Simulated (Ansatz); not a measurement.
C2H3AuN, SMILES C[N+]#[C-]->[Au] (connectivity only; charge and spin as stated), neutral, multiplicity 2.

Geometry optimised at B3LYP-D3(BJ)/def2-SVP. A frequency run showed that this geometry is not a minimum. The spin state was assumed, not searched. The isomer is the one that the SMILES or the coordinates give; other isomers of the formula were not compared. The def2 effective core potentials stand for the cores of Au; spin–orbit coupling is left out.

Two levels are set side by side: PBE/def2-SVPD (Ansatz, a first-principles code) and CAM-B3LYP/def2-SVPD (Ansatz). Energy differences of separate SCF runs at the same geometry; the states with an electron removed or added have multiplicity 1 and 1. Differences are taken from unrounded values.

| quantity | CAM-B3LYP | PBE | PBE minus CAM-B3LYP |
|---|---|---|---|
| vertical ionisation energy (eV) | 6.63 | 6.80 | 0.18 |
